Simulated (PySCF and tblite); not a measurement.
Results of a calculation; reference values are marked as such.
System: 4-fluorophenol, C6H5FO, numbered as in [OH:1][c:2]1[cH:3][cH:4][c:5]([F:6])[cH:7][cH:8]1.

Level: PBE0/pcSseg-1 + D3(BJ) on GFN2-xTB stationary points, with GFN2-xTB thermal terms. Rate constants are transition-state-theory values, counting equivalent paths, without tunnelling. (PySCF 2.14 with density fitting, tblite 0.8.)

Q: What barrier does the rotation about the C2–O1 bond (torsion C3–C2–O1–H from 180° to 360°, rising) meet, and how fast is it at 298 K?

A: The electronic barrier is 3.3 kcal/mol and ΔG‡(298 K) 2.6 kcal/mol, over a Cs saddle with an imaginary mode of 424i cm⁻¹ (GFN2-xTB). With 2 equivalent paths, k is 1.6×10¹¹ s⁻¹, a mean lifetime of the start of 6.4 ps against this motion.
